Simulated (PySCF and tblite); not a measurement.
Values are calculated unless marked as measured or tabulated.
## Dynamics report: rotation

System: C₄H₃NO₂, numbered as in [N:1]#[C:2]/[C:3]([CH:4]=[O:5])=[CH:6]\[OH:7].

Motion: rotation about the C4–C3 bond (torsion O5–C4–C3–C2 from 180° to 360°, rising). Level: PBE/pcSseg-1 + D3(BJ) on GFN2-xTB stationary points, with GFN2-xTB thermal terms. Rate constants are transition-state-theory values, counting equivalent paths, without tunnelling. Shieldings: GIAO at the same DFT level; methyl-like tops are averaged, other torsions stay as in the two minima; line shapes leave out couplings. Programs: tblite and PySCF.

```csv
point,symmetry,E(GFN2) kcal/mol,E(DFT) kcal/mol,ZPE change kcal/mol,lowest mode cm⁻¹,dipole D
start,Cs,0.0,0.0,0.00,121,2.07
saddle,C1,8.2,12.6,-0.49,163i,3.43
end,Cs,2.0,0.8,-0.07,109,4.84
```

| Property | Result |
| --- | --- |
| Electronic barrier | 12.6 kcal/mol |
| Barrier with zero-point energy | 12.1 kcal/mol |
| ΔH‡ (298 K) | 11.8 kcal/mol |
| ΔS‡ (298 K, symmetry apart) | -2.1 cal/(mol K) |
| Paths | 2 equivalent paths |
| End point | a different minimum |
| Mean lifetime of the start against this motion at 298 K | 96 µs |
| Cost | 52 s on 1 thread of AMD EPYC 7B13, on a host shared with other jobs (rough), peak memory 0.57 GiB, launched as `OMP_NUM_THREADS=1 python ens_run.py task.json out` |

```tsv
T/K	ΔG‡ kcal/mol	k s⁻¹	ΔG kcal/mol	k back s⁻¹
150	12.2	1.2×10⁻⁵	0.7	0.00012
200	12.2	0.37	0.7	2.1
250	12.3	185	0.7	772
298	12.4	1×10⁴	0.7	3.5×10⁴
350	12.5	2.3×10⁵	0.7	6.7×10⁵
400	12.6	2.2×10⁶	0.8	5.6×10⁶
500	12.8	5.1×10⁷	0.8	1.1×10⁸
```

ΔG and ΔG‡ leave out symmetry numbers and mirror images; rates count paths: 2 out, 2 back.

Sites that the motion interchanges:

```tsv
nucleus	site	ppm	scale
¹³C	C3 (start)	97.0	δ against TMS
¹³C	C3 (end)	103.0	δ against TMS
¹³C	C6 (start)	172.9	δ against TMS
¹³C	C6 (end)	178.1	δ against TMS
¹³C	C2 (start)	116.5	δ against TMS
¹³C	C2 (end)	113.6	δ against TMS
¹H	H on C6 (start)	8.05	δ against TMS
¹H	H on C6 (end)	7.35	δ against TMS
```

```json
{"nucleus": "¹³C", "sites": "C3 (start) / C3 (end)", "¹H MHz": "600", "spread Hz": "908", "coalescence K": "260", "k there s⁻¹": "473"}
{"nucleus": "¹³C", "sites": "C3 (start) / C3 (end)", "¹H MHz": "800", "spread Hz": "1210", "coalescence K": "263", "k there s⁻¹": "640"}
{"nucleus": "¹³C", "sites": "C3 (start) / C3 (end)", "¹H MHz": "900", "spread Hz": "1361", "coalescence K": "264", "k there s⁻¹": "725"}
{"nucleus": "¹³C", "sites": "C6 (start) / C6 (end)", "¹H MHz": "600", "spread Hz": "788", "coalescence K": "258", "k there s⁻¹": "408"}
{"nucleus": "¹³C", "sites": "C6 (start) / C6 (end)", "¹H MHz": "800", "spread Hz": "1051", "coalescence K": "262", "k there s⁻¹": "553"}
{"nucleus": "¹³C", "sites": "C6 (start) / C6 (end)", "¹H MHz": "900", "spread Hz": "1182", "coalescence K": "263", "k there s⁻¹": "628"}
{"nucleus": "¹³C", "sites": "C2 (start) / C2 (end)", "¹H MHz": "600", "spread Hz": "443", "coalescence K": "252", "k there s⁻¹": "223"}
{"nucleus": "¹³C", "sites": "C2 (start) / C2 (end)", "¹H MHz": "800", "spread Hz": "590", "coalescence K": "255", "k there s⁻¹": "301"}
{"nucleus": "¹³C", "sites": "C2 (start) / C2 (end)", "¹H MHz": "900", "spread Hz": "664", "coalescence K": "256", "k there s⁻¹": "341"}
{"nucleus": "¹H", "sites": "H on C6 (start) / H on C6 (end)", "¹H MHz": "600", "spread Hz": "421", "coalescence K": "251", "k there s⁻¹": "210"}
{"nucleus": "¹H", "sites": "H on C6 (start) / H on C6 (end)", "¹H MHz": "800", "spread Hz": "561", "coalescence K": "254", "k there s⁻¹": "287"}
{"nucleus": "¹H", "sites": "H on C6 (start) / H on C6 (end)", "¹H MHz": "900", "spread Hz": "631", "coalescence K": "256", "k there s⁻¹": "325"}
```

Unscaled ¹⁵N shifts at such levels can be off by tens of ppm; differences are more reliable.
